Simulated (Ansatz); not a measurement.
Isomers of CH₆ClGaSi, relaxed with PBE0-D4/def2-TZVP in Ansatz; electronic energies, one conformer each and not always the lowest. Functionals use def2-TZVPP; CBS adds triple-zeta CCSD(T) − MP2 to the MP2 limit of def2-TZVPP and def2-QZVPP.

Outer-core shells of Ga are correlated without core-valence functions. Scalar relativity is left out up to krypton. Spin–orbit coupling is left out.

Question: Order them by energy at frozen-core CCSD(T)/CBS, lowest first. (Estimate.)
A. `[SiH3][CH2][GaH][Cl]`
B. `C[SiH2][GaH][Cl]`
C. `Cl[SiH2][CH2][GaH2]`

Answer: B (0.0 kcal/mol), A (1.9 kcal/mol), C (7.8 kcal/mol).

Question: How do B3LYP, B3LYP-D4, ωB97M-V, PBE-D4 place them (kcal/mol, against `C[SiH2][GaH][Cl]`)? (Estimate.)

Answer: Computed: 
```json
{"isomer": "`[SiH3][CH2][GaH][Cl]`", "B3LYP": "4.8", "B3LYP-D4": "4.1", "ωB97M-V": "2.8", "PBE-D4": "5.7"}
{"isomer": "`Cl[SiH2][CH2][GaH2]`", "B3LYP": "12.6", "B3LYP-D4": "10.7", "ωB97M-V": "7.4", "PBE-D4": "10.8"}
```

B3LYP here is the variant with VWN-RPA as its local correlation; programs differ in this.
